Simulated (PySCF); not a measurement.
**Radial density of Mn⁺ (manganese, charge +1)**

UHF, [Ar] 3d5 4s1, high-spin 7S determinant. All numbers are calculated (PySCF 2.14, the non-relativistic Hamiltonian (point nucleus), in 6-31G*).

| r (bohr) | 4πr²ρ (e/bohr) | 4πr²(ρα − ρβ) |
| --- | --- | --- |
| 0.00113 | 0.1584 | 0.0001 |
| 0.00191 | 0.4374 | 0.0001 |
| 0.00321 | 1.168 | 0.0004 |
| 0.00540 | 2.946 | 0.0010 |
| 0.00908 | 6.955 | 0.0023 |
| 0.0153 | 14.44 | 0.0046 |
| 0.0257 | 24.50 | 0.0072 |
| 0.0432 | 29.86 | 0.0066 |
| 0.0727 | 24.90 | 0.0034 |
| 0.122 | 25.31 | 0.0409 |
| 0.206 | 32.93 | 0.3445 |
| 0.346 | 17.15 | 1.5318 |
| 0.582 | 13.25 | 3.9065 |
| 0.979 | 12.09 | 3.8938 |
| 1.65 | 2.779 | 1.6422 |
| 2.77 | 0.5992 | 0.5808 |
| 4.66 | 0.08858 | 0.0886 |
| 7.83 | 0.001059 | 0.0011 |
